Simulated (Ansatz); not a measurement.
One geometry of the cluster Be5⁻, several levels of theory.

```yaml
crystal:
  periodic: [false, false, false]
  atoms:
    - {symbol: Be, position_ang: [1.096553, -1.507044, -0.376553]}
    - {symbol: Be, position_ang: [1.954021, 0.371812, -0.078197]}
    - {symbol: Be, position_ang: [-0.228132, -1.662000, 1.229210]}
    - {symbol: Be, position_ang: [-0.021817, 0.059828, 0.194109]}
    - {symbol: Be, position_ang: [1.599075, -0.855497, 1.476730]}
basis:
  gaussian: {orbitals: def2-TZVPD, initial_orbitals: start.molden}
total_charge: -1
magnetization: {spin_polarized: true, initial_magnetization: 1}
correlation: {method: mp2}
scf: {omitted_lower_state_checks: [starts]}
output: {orbitals: {seedname: orbitals}}
```

The file start.molden holds the orbitals of an earlier run on this structure, at another level or in another basis.

```sh
$ ansatz run in.yaml --threads 4 --pin off --events-out ev --progress --plain --max-ram 3916MiB
```

It prints (some lines left out):

```
Functional definition: HF
885 factors; integrals over basis functions are off by at most 1.0e-4 eV
mean field evaluation 1: about -1985.7185 eV, gradient 9.0e0 eV
mean field evaluation 2: about -1986.1285 eV, gradient 5.8e-1 eV
mean field evaluation 4: about -1986.2492 eV, gradient 7.2e-2 eV
mean field evaluation 8: about -1986.2709 eV, gradient 2.0e-1 eV
mean field evaluation 16: about -1986.2763 eV, gradient 2.9e-6 eV
mean field -1986.27633038 eV, -72.9943087951 hartree, gradient 2.9e-6 eV, S^2 1.751547; 0 other end points of the search recorded, 0 dependent functions left out
reference -1986.27633038 eV, -72.9943087951 hartree; 11, 10 occupied and 99, 100 virtual orbitals, 885 factors
second order -10.04939153 eV of doubles, -0.00000000 eV of singles
Total energy: -1996.32572191 eV, -73.3636171219 hartree
Checks for a lower state left out: starts
```

Hardware: 4 threads of Arm Neoverse V1 on a shared host. Wall time 0.9 s.

First input, but with `hamiltonian: {xc: pbe}`, `correlation: {method: rpa}` and without the key `output` (abridged; 1.6 s):

```
Functional definition: PBE
mean field -1998.99575493 eV, -73.4617390257 hartree, gradient 1.5e-6 eV, S^2 0.774932
Total energy: -2005.81414567 eV, -73.7123102636 hartree
Checks for a lower state left out: starts
```

The first input with `gaussian: {orbitals: 6-31G}`, `hamiltonian: {xc: hf}` and without the key `correlation` (abridged; 0.2 s):

```
Functional definition: HF
mean field evaluation 16: about -1984.6303 eV, gradient 1.0e0 eV
mean field -1985.00764748 eV, -72.9476855585 hartree, gradient 2.3e-5 eV, S^2 2.245685
Total energy: -1985.00764748 eV, -72.9476855585 hartree
Checks for a lower state left out: starts
```

As the first input, with `hamiltonian: {xc: pbe0}` and without the key `correlation`, `scf` (abridged; 5 s):

```
Functional definition: PBE0
mean field evaluation 16: about -1999.4346 eV, gradient 6.6e-6 eV
mean field evaluation 32: about -1999.4344 eV, gradient 1.9e-2 eV
mean field evaluation 64: about -1999.3468 eV, gradient 7.8e-1 eV
mean field -1999.43459171 eV, -73.4778659798 hartree, gradient 6.6e-6 eV, S^2 0.799332; 7 other end points of the search recorded, 0 dependent functions left out
Total energy: -1999.43461915 eV, -73.4778669881 hartree
```

As the first input, with `gaussian: {orbitals: STO-3G}`, `hamiltonian: {xc: hf}` and without the key `correlation` (abridged; 0.1 s):

```
Functional definition: HF
mean field evaluation 16: about -1955.2649 eV, gradient 3.3e-1 eV
mean field -1955.72496559 eV, -71.8715668474 hartree, gradient 2.1e-5 eV, S^2 2.368422
Total energy: -1955.72496559 eV, -71.8715668474 hartree
Checks for a lower state left out: starts
```

As the first input, with `hamiltonian: {xc: pbe}` and without the key `correlation` (abridged; 1.2 s):

```
Functional definition: PBE
mean field -1998.99576498 eV, -73.4617393950 hartree, gradient 2.0e-5 eV, S^2 0.774931
Total energy: -1998.99580113 eV, -73.4617407235 hartree
Checks for a lower state left out: starts
```

First input, but with `hamiltonian: {xc: {name: r2SCAN0}}` and without the key `correlation` (abridged; 5.5 s):

```
Functional definition: r2SCAN0
mean field evaluation 16: about -2001.5212 eV, gradient 1.9e-5 eV
mean field -2001.52122010 eV, -73.5545481590 hartree, gradient 5.7e-6 eV, S^2 1.004882
Total energy: -2001.52125168 eV, -73.5545493193 hartree
Checks for a lower state left out: starts
```

Geometry: PBE0/def2-TZVPD.

Correlated methods freeze no core orbitals. At MP2/def2-TZVPD, HF/6-31G, HF/STO-3G, r2SCAN0/def2-TZVPD the charge -1 doublet is spin-contaminated (final ⟨S²⟩ up to 2.37, 0.75 for a pure state). At HF/STO-3G, PBE/def2-TZVPD the highest occupied level of the charge -1 doublet lies above zero (up to 0.68 eV). In Hartree–Fock with STO-3G the lack of diffuse functions raises the level. By energy differences its removal costs 1.75 eV (vertical, to the charge 0 singlet, at PBE/def2-TZVPD); a positive level beside a positive removal energy at the same level points to self-interaction error. The structure comes from a short search, and lower isomers may exist.
